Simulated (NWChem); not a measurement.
System: SiH3O3Cl; SMILES [Si](Cl)(O)(O)O

The following NWChem deck was run.

```
start job
memory heap 200 mb stack 700 mb global 900 mb
geometry units angstroms noautosym nocenter noautoz
  O     -0.036764     1.545014    -0.975939
  Si     0.000000     0.000000    -0.436023
  O      1.356404    -0.740669    -0.975939
  O     -1.319640    -0.804345    -0.975939
  Cl     0.000000     0.000000     1.635347
  H     -0.764982     2.100319    -0.683059
  H      2.201421    -0.387666    -0.683059
  H     -1.436439    -1.712654    -0.683059
end
basis spherical
  O library def2-svp
  Si library def2-svp
  Cl library def2-svp
  H library def2-svp
end
dft
  xc m06-2x
  iterations 150
end
cosmo
  do_cosmo_smd true
  solvent dioxane
end
task dft energy
```

All runs use the structure optimised with PBE0/def2-SVP. Solvent: 1,4-dioxane.

Level: M06-2X/def2-SVP with SMD (1 M gas to 1 M solution), gas-phase geometry. Reactions with the solvent are ignored.

Problem. Give the results of this calculation. (M06-2X/def2-SVP, SMD on the gas-phase geometry.) Quantities: solvation free energy (kcal/mol); cavity-dispersion-structure term (kcal/mol); dipole in solution (D).

Solution. The solvation free energy (kcal/mol) is -6.1 and the cavity-dispersion-structure term (kcal/mol) comes out as -2.6. The dipole in solution (D) comes out as 0.61.
